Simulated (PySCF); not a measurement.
**Oxygen: a sound run and one with changed settings**

Sound run: O⁺ [He] 2s2 2p3, O²⁺ [He] 2s2 2p2. All numbers are calculated (PySCF 2.14, the spin-free X2C one-electron Hamiltonian (Gaussian nucleus), in cc-pVDZ-DK). The sound run starts from symmetry-adapted Hartree-Fock orbitals and uses a fine grid where one is needed.

Changed run: 26 angular points. This setting is unsound on purpose.

```json
{"species": "O⁺", "method": "UHF", "sound run (hartree)": "-74.40485", "changed run (hartree)": "-74.40485", "converged": "yes"}
{"species": "O⁺", "method": "PBE", "sound run (hartree)": "-74.52821", "changed run (hartree)": "-74.52821", "converged": "yes"}
{"species": "O⁺", "method": "TPSS", "sound run (hartree)": "-74.62416", "changed run (hartree)": "-74.62416", "converged": "yes"}
{"species": "O²⁺", "method": "UHF", "sound run (hartree)": "-73.13383", "changed run (hartree)": "-73.13383", "converged": "yes"}
{"species": "O²⁺", "method": "PBE", "sound run (hartree)": "-73.22886", "changed run (hartree)": "-73.22842", "converged": "yes"}
{"species": "O²⁺", "method": "TPSS", "sound run (hartree)": "-73.32686", "changed run (hartree)": "-73.32707", "converged": "yes"}
```

Ionisation energy of O⁺:

```
method  sound run (eV)  changed run (eV)
   UHF          34.586            34.586
   PBE          35.357            35.369
  TPSS          35.301            35.296
```

A coarse angular grid integrates products of high-l functions wrongly, so density functionals can shift, and the SCF can exploit the error; Hartree-Fock and MP2 need no grid.

For comparison, NIST gives 35.121 eV between the lowest levels.
